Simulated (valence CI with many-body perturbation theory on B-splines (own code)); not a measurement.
# E1 transitions of Sm48+

Method: valence CI with perturbative core correlation (CI+MBPT): four valence electrons over a frozen Dirac-Fock core [Ne], a basis of 11 s, 11 p, 9 d, 7 f, 5 g, 2 h, 1 i functions for each j, with the one-electron correlation potential Σ1 (screened to all orders), the two-electron term Σ2, the three-electron term Σ3, Breit, model QED; selected single and double excitations, second order for the rest (own B-spline code, finite nucleus).

The last digits are not significant, and no measured levels were compared; by estimate large intervals hold to a few tenths of a per cent, small ones and those within an open d or f shell to about a per cent.

Lines 1 to 50 of 239 in falling wavelength, among levels below 51.956 Ry, chosen from the strongest by gf and those to the six lowest levels. Wavelengths and rates use the calculated energies. Electric multipoles are in the length gauge, E1 and E2 with the static RPA response of the core. Weak lines are less certain than strong ones. Lines between different terms over intervals too small for the method are left out, as are lines whose strength nearly cancels. The highest levels of a list are the least certain.

Levels are named by their leading jj configuration (3d3/2^4 stands for four electrons in 3d with j = 3/2), which in mixed levels can hold well under half, so a name can repeat and another be missing. Letters in brackets count levels of one name in rising energy.

| λ vac (Å) | Upper | Lower | A (s⁻¹) | S (a.u.) with core polarisation | S without |
| --- | --- | --- | --- | --- | --- |
| 1325 | (3s^2 3p3/2^2) J=2 | (3s 3p1/2^2 3p3/2) J=1 | 1.24e+05 | 7.09e-04 | 7.22e-04 |
| 757.6 | (3s^2 3p1/2 3d3/2) J=2 | (3s^2 3p3/2^2) J=2 | 7.53e+04 | 8.08e-05 | 8.23e-05 |
| 480.1 | (3s^2 3p3/2^2) J=0 | (3s 3p1/2^2 3p3/2) J=1 | 2.53e+06 | 1.38e-04 | 1.41e-04 |
| 380.3 | (3s^2 3p3/2^2) J=2 | (3s 3p1/2^2 3p3/2) J=2 | 2.08e+06 | 2.83e-04 | 2.88e-04 |
| 251.2 | (3s^2 3p1/2 3d3/2) J=1 | (3s^2 3p3/2^2) J=2 | 5.71e+06 | 1.34e-04 | 1.36e-04 |
| 192.8 | (3s^2 3p1/2 3d5/2) J=2 | (3s^2 3p3/2^2) J=2 | 4.50e+07 | 7.96e-04 | 8.11e-04 |
| 188.6 | (3s^2 3p1/2 3d5/2) J=3 | (3s^2 3p3/2^2) J=2 | 2.63e+07 | 6.09e-04 | 6.21e-04 |
| 139.3 | (3s 3p1/2 3p3/2 3d3/2) J=3 [a] | (3s^2 3p3/2 3d3/2) J=2 | 1.36e+09 | 1.27e-02 | 1.30e-02 |
| 121.3 | (3s 3p1/2^2 3d3/2) J=2 | (3s^2 3p1/2 3d3/2) J=1 | 4.50e+09 | 1.98e-02 | 2.02e-02 |
| 121.1 | (3s 3p1/2 3p3/2 3d3/2) J=4 | (3s^2 3p3/2 3d3/2) J=3 | 4.99e+09 | 3.94e-02 | 4.01e-02 |
| 119.9 | (3s 3p1/2 3p3/2 3d5/2) J=4 [a] | (3s^2 3p3/2 3d5/2) J=4 | 1.62e+09 | 1.24e-02 | 1.26e-02 |
| 111.1 | (3s 3p1/2 3p3/2 3d5/2) J=4 [b] | (3s^2 3p3/2 3d5/2) J=3 | 3.65e+09 | 2.22e-02 | 2.26e-02 |
| 110.8 | (3s 3p1/2 3p3/2^2) J=2 [a] | (3s^2 3p3/2^2) J=2 | 7.66e+08 | 2.57e-03 | 2.62e-03 |
| 109.7 | (3s 3p1/2 3p3/2 3d3/2) J=2 [c] | (3s^2 3p3/2 3d3/2) J=2 | 3.95e+09 | 1.29e-02 | 1.31e-02 |
| 107.7 | (3s 3p1/2 3p3/2 3d3/2) J=2 [a] | (3s 3p1/2 3p3/2^2) J=1 [b] | 2.15e+09 | 6.61e-03 | 6.73e-03 |
| 106.2 | (3s 3p1/2 3p3/2 3d3/2) J=3 [b] | (3s^2 3p3/2 3d3/2) J=2 | 1.86e+09 | 7.72e-03 | 7.86e-03 |
| 105.4 | (3s 3p1/2 3p3/2 3d3/2) J=3 [b] | (3s^2 3p3/2 3d3/2) J=3 | 2.10e+09 | 8.49e-03 | 8.65e-03 |
| 103.9 | (3s 3p1/2^2 3p3/2) J=2 | (3s^2 3p1/2 3p3/2) J=2 | 6.41e+09 | 1.78e-02 | 1.81e-02 |
| 103.8 | (3s 3p1/2 3p3/2 3d3/2) J=1 [b] | (3s^2 3p3/2 3d3/2) J=0 | 4.30e+09 | 7.11e-03 | 7.24e-03 |
| 102.8 | (3s 3p1/2 3p3/2 3d3/2) J=2 [d] | (3s^2 3p3/2 3d3/2) J=1 | 4.42e+09 | 1.18e-02 | 1.21e-02 |
| 102.5 | (3s 3p1/2 3p3/2 3d5/2) J=5 | (3s^2 3p3/2 3d5/2) J=4 | 1.24e+10 | 7.27e-02 | 7.40e-02 |
| 100.8 | (3s 3p1/2 3p3/2 3d5/2) J=4 [c] | (3s^2 3p3/2 3d5/2) J=3 | 6.44e+09 | 2.93e-02 | 2.98e-02 |
| 100.4 | (3s 3p1/2 3p3/2 3d3/2) J=2 [a] | (3s 3p1/2 3p3/2^2) J=2 [b] | 4.09e+09 | 1.02e-02 | 1.04e-02 |
| 99.89 | (3s 3p1/2 3p3/2^2) J=3 | (3s^2 3p3/2^2) J=2 | 8.05e+09 | 2.77e-02 | 2.82e-02 |
| 99.70 | (3s 3p1/2 3p3/2 3d5/2) J=3 [a] | (3s^2 3p3/2 3d5/2) J=2 | 6.86e+09 | 2.35e-02 | 2.39e-02 |
| 98.37 | (3s 3p1/2^2 3d5/2) J=3 | (3s^2 3p1/2 3d5/2) J=3 | 9.23e+09 | 3.04e-02 | 3.09e-02 |
| 98.11 | (3s 3p1/2 3p3/2 3d3/2) J=3 [c] | (3s^2 3p3/2 3d3/2) J=2 | 2.36e+09 | 7.70e-03 | 7.83e-03 |
| 97.78 | (3s 3p1/2 3p3/2 3d3/2) J=1 [c] | (3s^2 3p3/2 3d3/2) J=1 | 7.12e+09 | 9.86e-03 | 1.00e-02 |
| 97.68 | (3s 3p1/2^2 3p3/2) J=2 | (3s^2 3p1/2 3p3/2) J=1 | 8.34e+09 | 1.92e-02 | 1.95e-02 |
| 97.39 | (3s 3p1/2 3p3/2 3d3/2) J=3 [c] | (3s^2 3p3/2 3d3/2) J=3 | 7.90e+09 | 2.52e-02 | 2.57e-02 |
| 97.27 | (3s 3p1/2^2 3d5/2) J=3 | (3s^2 3p1/2 3d5/2) J=2 | 1.44e+10 | 4.58e-02 | 4.66e-02 |
| 97.13 | (3s 3p1/2 3p3/2^2) J=1 [a] | (3s^2 3p3/2^2) J=0 | 6.00e+09 | 8.14e-03 | 8.29e-03 |
| 96.58 | (3s 3p1/2 3p3/2 3d5/2) J=1 [b] | (3s^2 3p3/2 3d5/2) J=1 | 8.78e+09 | 1.17e-02 | 1.19e-02 |
| 95.49 | (3s 3p1/2^2 3d3/2) J=1 | (3s^2 3p1/2 3d3/2) J=2 | 1.82e+10 | 2.34e-02 | 2.38e-02 |
| 94.90 | (3s 3p1/2 3p3/2 3d5/2) J=2 [c] | (3s^2 3p3/2 3d5/2) J=1 | 9.89e+09 | 2.09e-02 | 2.12e-02 |
| 93.03 | (3s 3p1/2 3p3/2 3d5/2) J=3 [b] | (3s^2 3p3/2 3d5/2) J=2 | 6.33e+09 | 1.76e-02 | 1.79e-02 |
| 91.72 | (3s 3p1/2^2 3d3/2) J=2 | (3s^2 3p1/2 3d3/2) J=2 | 1.37e+10 | 2.60e-02 | 2.65e-02 |
| 91.43 | (3p1/2^2 3p3/2^2) J=0 | (3s 3p1/2 3p3/2^2) J=1 [b] | 1.67e+10 | 6.31e-03 | 6.43e-03 |
| 90.91 | (3s 3p1/2 3p3/2 3d5/2) J=3 [d] | (3s^2 3p3/2 3d5/2) J=3 | 1.24e+10 | 3.22e-02 | 3.28e-02 |
| 90.71 | (3s 3p1/2 3p3/2 3d5/2) J=2 [b] | (3s^2 3p3/2 3d5/2) J=2 | 1.07e+10 | 1.97e-02 | 2.01e-02 |
| 90.59 | (3s 3p1/2 3p3/2 3d5/2) J=2 [d] | (3s^2 3p3/2 3d5/2) J=1 | 5.63e+09 | 1.03e-02 | 1.05e-02 |
| 90.51 | (3s 3p1/2 3p3/2 3d3/2) J=3 [a] | (3s 3p1/2 3p3/2^2) J=2 [b] | 2.23e+09 | 5.70e-03 | 5.80e-03 |
| 90.48 | (3s 3p1/2^2 3d5/2) J=2 | (3s^2 3p1/2 3d5/2) J=3 | 2.08e+10 | 3.80e-02 | 3.87e-02 |
| 90.27 | (3s 3p1/2 3p3/2 3d5/2) J=2 [c] | (3s^2 3p3/2 3d5/2) J=3 | 5.03e+09 | 9.13e-03 | 9.29e-03 |
| 89.93 | (3s 3p1/2 3p3/2 3d3/2) J=2 [b] | (3s 3p1/2 3p3/2^2) J=2 [b] | 6.22e+09 | 1.12e-02 | 1.14e-02 |
| 89.55 | (3s 3p1/2^2 3d5/2) J=2 | (3s^2 3p1/2 3d5/2) J=2 | 5.53e+09 | 9.80e-03 | 9.98e-03 |
| 88.75 | (3s 3p1/2 3p3/2 3d5/2) J=4 [b] | (3s^2 3p3/2 3d5/2) J=4 | 4.41e+09 | 1.37e-02 | 1.39e-02 |
| 88.73 | (3s 3p1/2 3p3/2 3d3/2) J=2 [b] | (3s 3p1/2 3p3/2^2) J=1 [a] | 4.71e+09 | 8.12e-03 | 8.27e-03 |
| 86.97 | (3s 3p1/2^2 3p3/2) J=1 | (3s^2 3p1/2 3p3/2) J=2 | 2.50e+10 | 2.43e-02 | 2.47e-02 |
| 86.36 | (3s 3p1/2 3p3/2 3d5/2) J=2 [d] | (3s^2 3p3/2 3d5/2) J=3 | 1.06e+10 | 1.68e-02 | 1.71e-02 |
